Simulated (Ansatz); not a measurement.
This triplet is an excited state, 0.57 eV above the relaxed singlet at the level frozen-core CCSD(T)/cc-pVTZ // PBE0-D3(BJ)/def2-TZVP (Ansatz, an electronic-structure program).

Species: H4Si2, SMILES `[SiH][SiH3]` (excited triplet) (charge 0, multiplicity 3).

Q: Give a relaxed geometry from PBE0-D3(BJ)/def2-TZVP (Ansatz).

A: the end point of this relaxation (outside a Z-matrix the atoms follow the SMILES, hydrogens last).
Bonds (Å): Si1–Si2 2.316, Si1–H3 1.492, Si2–H4 1.489, Si2–H5 1.489, Si2–H6 1.485. Bond angles (°): Si2–Si1–H3 122.3, Si1–Si2–H4 111.5, Si1–Si2–H5 111.4, Si1–Si2–H6 106.9, H4–Si2–H5 108.7, H4–Si2–H6 109.2, H5–Si2–H6 109.2.
